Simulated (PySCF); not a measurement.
C₃H₁₀O₂Si, SMILES CC[SiH](O)OC at its GFN2-xTB optimised geometry (Å):

```
16

Si     0.1220    -0.6428     0.0000
O      1.7431    -0.6428     0.0000
C     -0.4259    -1.5970     1.5511
C     -1.9076    -1.9652     1.5616
O     -0.2694     0.9418     0.0000
C     -1.5351     1.5248     0.0572
H     -0.4030    -1.2677    -1.2192
H      2.2085     0.0809    -0.4113
H      0.1627    -2.5101     1.6371
H     -0.2027    -1.0061     2.4423
H     -2.1536    -2.5889     0.7053
H     -2.1645    -2.5139     2.4665
H     -2.5308    -1.0741     1.5186
H     -2.2085     1.0782    -0.6779
H     -1.9717     1.4047     1.0516
H     -1.4250     2.5889    -0.1566
```

Method: PBE0/def2-TZVP (PySCF 2.14.0).

Map of the log10 of the electron density (e/bohr³), floored at −4 on the plane z = 0.8 Å:

```
|00000000000000000000000000000|
|00000000000000000000000000000|
|00000000000000000000000000000|
|00000000011100000000000000000|
|00000001223221000000000000000|
|00000012344432000000000000000|
|00000023455543100000000000000|
|00000234566653321000000000000|
|00001246777655443200000000000|
|00001357898766654310000000000|
|00002457998777765321000000000|
|00002357888778875432210000000|
|00001346777778875444332100000|
|00001234555677766555543200000|
|00001234444567766677654210000|
|00012344444567777788764310000|
|00013456655678877788765310000|
|00023567766788887777764310000|
|00023567777788876666654210000|
|00023567887788876544443100000|
|00013568988777775433321000000|
|00013578997666665432110000000|
|00013468886555554321000000000|
|00002356765444443210000000000|
|00001234544322332100000000000|
|00000123332111111000000000000|
|00000001110000000000000000000|
|00000000000000000000000000000|
|00000000000000000000000000000|
```
Scale: ten equal steps from -4.00 (start of '0') to -0.452 (end of '9'), in the order '0123456789'; x runs from -5.00 to 5.00, y from -5.00 (bottom) to 5.00 (top).
